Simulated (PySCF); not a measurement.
CHBFNO, SMILES O=C=NBF. Atoms are numbered in the order given.

```xyz
6

B     -0.4988    -1.2531     0.0000
F      0.3890    -2.2330     0.0000
H     -1.6707    -1.5262     0.0000
N     -0.0363     0.0840     0.0000
C      0.0119     1.2852     0.0000
O      0.1058     2.4487     0.0000
```
Charge 0, spin multiplicity 1.

Geometry optimised at B3LYP-D3(BJ)/def2-SVP. One conformer was computed; it need not be the lowest.

Computed with TDA-B3LYP/def2-SVPD in PySCF.

Vertical excitations. Isolated molecule, no solvent. State labels are in the subgroup Cs.

```tsv
state	symmetry	energy (eV)	λ (nm)	f	main pairs
S1	A"	5.75	215	0.003	HOMO→LUMO 99 %
S2	A'	6.99	177	0.080	HOMO−1→LUMO 69 %, HOMO→LUMO+1 17 %
S3	A"	7.66	162	0.018	HOMO−2→LUMO 97 %
S4	A'	7.88	157	0.040	HOMO→LUMO+1 66 %, HOMO→LUMO+2 29 %
S5	A"	7.93	156	0.002	HOMO−1→LUMO+1 77 %, HOMO−1→LUMO+2 16 %
S6	A"	8.56	145	0.002	HOMO−1→LUMO+2 77 %, HOMO−1→LUMO+1 20 %
S7	A'	8.98	138	0.506	HOMO→LUMO+2 41 %, HOMO→LUMO+3 19 %, HOMO−1→LUMO 11 %, HOMO→LUMO+1 10 %
S8	A"	9.13	136	0.003	HOMO→LUMO+4 93 %
S9	A'	9.41	132	0.100	HOMO→LUMO+3 63 %, HOMO−1→LUMO+4 25 %
S10	A'	9.68	128	0.048	HOMO−2→LUMO+1 81 %
T1	A"	5.50	225	0	HOMO→LUMO 98 %
T2	A'	5.83	213	0	HOMO−1→LUMO 96 %
T3	A'	6.71	185	0	HOMO→LUMO+1 50 %, HOMO→LUMO+2 34 %, HOMO→LUMO+3 12 %
T4	A"	7.03	176	0	HOMO−2→LUMO 92 %
```
Triplets are in the Tamm–Dancoff approximation.
